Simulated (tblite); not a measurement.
Run record: tight-binding relaxation, `B1C=CC(F)=CN1`.

Computed with GFN2-xTB geometry optimisation, gas phase (tblite 0.8.0). Start geometry: from a force field or distance geometry. A driver script takes a list of jobs; this job's settings line and coordinates (Å) are shown.

Input:
```
{"job": {"kind": "relax", "xc": "GFN2-xTB", "basis": "xTB"}, "charge": 0, "multiplicity": 1}
F     -2.719600    -0.159800    -0.001400
C     -1.381400    -0.044300    -0.010900
C     -0.804400     1.168600     0.001300
N      0.611700     1.349300    -0.011300
B      1.512100     0.113000     0.005000
C      0.777100    -1.263900    -0.004100
C     -0.555800    -1.285500    -0.004600
H     -1.441700     2.054300     0.002100
H      1.035000     2.295200    -0.002200
H      2.686500     0.206000     0.001400
H      1.348700    -2.185100    -0.002900
H     -1.067000    -2.248400     0.001500
```

Output:
```
step      E/eV     max force
  0    -544.08139    2.869
  1    -544.39123    1.612
  2    -544.50743    1.087
  3    -544.59204    0.687
  4    -544.61928    0.382
  5    -544.62847    0.318
  6    -544.63395    0.261
  7    -544.64117    0.243
  8    -544.64578    0.175
  9    -544.64770    0.075
 10    -544.64821    0.050
 11    -544.64852    0.043
 12    -544.64883    0.059
 13    -544.64903    0.050
 14    -544.64915    0.028
 15    -544.64924    0.025
 16    -544.64929    0.020
 17    -544.64931    0.009
```

«max force» is the largest atomic force in eV/Å.

Problem. From which step on does the largest force stay under 0.1 eV/Å, and how much energy is left to gain from there?

Solution. From step 9 (0.075 eV/Å), 1.6 meV above the end.

Main results: energy lowered by 13.1 kcal/mol over 17 steps; largest atomic force 0.009 eV/Å at the end.

Problem. Give the final coordinates.

Solution. 0.078 Å rms from the input after alignment:
```
atom  x, y, z in Å
F1    -2.6793   -0.1597   -0.0028
C2    -1.3245   -0.0822   -0.0029
C3    -0.7429    1.1467   -0.0024
N4     0.6077    1.2495   -0.0021
B5     1.4789    0.1349   -0.0014
C6     0.7850   -1.2146   -0.0022
C7    -0.5767   -1.2757   -0.0028
H8    -1.3417    2.0464   -0.0019
H9     0.9631    2.1957   -0.0022
H10    2.6336    0.3203   -0.0002
H11    1.3224   -2.1536   -0.0021
H12   -1.1246   -2.2083   -0.0030
```

The run took under 0.1 s wall on one thread of an Arm Neoverse V1, on a shared host.
Labels such as C1 count atoms from 1, the log's own numbers from 0.
